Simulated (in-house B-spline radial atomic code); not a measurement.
The numbers below are computed, except where a source is named.
# Making a Troullier-Martins s channel for Cd, r_c = 0.82 bohr

Cd, [Kr] 4d10 5s2, non-relativistic LDA (VWN5), spherical and spin-unpolarised, from a B-spline radial code for spherical atoms (atomic units). The all-electron 4s level is ε = -3.596069 hartree, its outermost node lies just inside 0.45 bohr and its outer maximum at 0.82 bohr.

Inside r_c the pseudo-orbital is u(r) = r^1 exp(p(r)), with p = c0 + c2 r² + c4 r⁴ + … + c12 r¹². The seven coefficients follow from p and its first four derivatives at r_c, from zero curvature of the screened potential at the origin, c4 = −c2²/(2l + 5), and from the norm inside r_c. At r_c the all-electron orbital has P = 1.228893, P' = 0.01221482, the screened potential V = -8.247375, V' = 23.68947, V'' = -83.68954, and the norm inside is Q = 0.3966157.

**Question.** What are p, p' and p'' at r_c?

**Answer.** p = ln(P/r_c^1) = ln(1.228893/0.82) = 0.40456. p' = P'/P − 1/r_c = 0.00994 − 1.21951 = -1.20957. The radial equation gives p'' = 2(V − ε) − 2(1) p'/r_c − p'² = -9.30261 − (-2.95018) − 1.46307 = -7.81550. Differentiating, p''' = 2V' + 2(1)p'/r_c² − 2(1)p''/r_c − 2p'p'' = 43.937, and p'''' = 2V'' − 4(1)p'/r_c³ + 4(1)p''/r_c² − 2(1)p'''/r_c − 2p''² − 2p'p''' = -328.13.

For a trial c2 the five matching conditions are linear in c0, c6, c8, c10 and c12, and c2 is varied until the norm inside r_c equals Q. The root nearest zero gives:

```tsv
n	c_n
0	-0.2538876
2	2.691481
4	-1.448814
6	-0.8284695
8	-7.769529
10	14.18735
12	-6.559408
```

**Question.** Check c4 and p(r_c), and find the screened pseudopotential at the origin.

**Answer.** −c2²/5 = -1.44881, as listed. The terms c_n r_c^n are -0.25389, 1.80975, -0.65504, -0.25186, -1.58820, 1.95002, -0.60622, which sum to 0.40456. Inverting the radial equation, V_l(r) = ε + 1 p'/r + (p'' + p'²)/2, so V_l(0) = ε + (2l + 3) c2 = -3.596069 + 3 × (2.69148) = 4.4784 hartree, finite where the all-electron potential diverges.

Orbitals and screened potentials:

```
r (bohr)        P        u  V all-electron  V pseudo
   0.082   0.4328  0.06477          -414.1     4.476
   0.205  -0.4055   0.1776          -112.3     4.373
   0.328  -0.6077   0.3336          -51.22     3.627
   0.451  0.05965   0.5608          -28.73     1.001
   0.574   0.7385   0.8573          -17.92    -4.268
   0.697    1.122    1.128          -11.92    -9.117
    0.82    1.229    1.229          -8.247    -8.247
```

Logarithmic derivatives P'/P at R = 1.12 bohr, for energies E around ε:

| E − ε (hartree) | all-electron | pseudo |
| --- | --- | --- |
| -0.5 | -0.753225 | -0.754947 |
| -0.25 | -1.11845 | -1.11896 |
| -0.1 | -1.36061 | -1.3607 |
| 0 | -1.53315 | -1.53315 |
| 0.1 | -1.71559 | -1.71569 |
| 0.25 | -2.01002 | -2.01077 |
| 0.5 | -2.56652 | -2.57027 |

**Question.** With P(R) = 0.9333782 and a norm of 0.7724639 inside R, what slope in energy does norm conservation fix?

**Answer.** d(P'/P)/dE = −2 × (norm inside R)/P(R)² = -1.7733 per hartree·bohr at E = ε, for both atoms, since orbital and norm agree at R. Differences over ±0.1 hartree give -1.7749 (all-electron) and -1.7749 (pseudo), which also hold third-order terms. Half a hartree below ε the two curves differ by -0.0017.
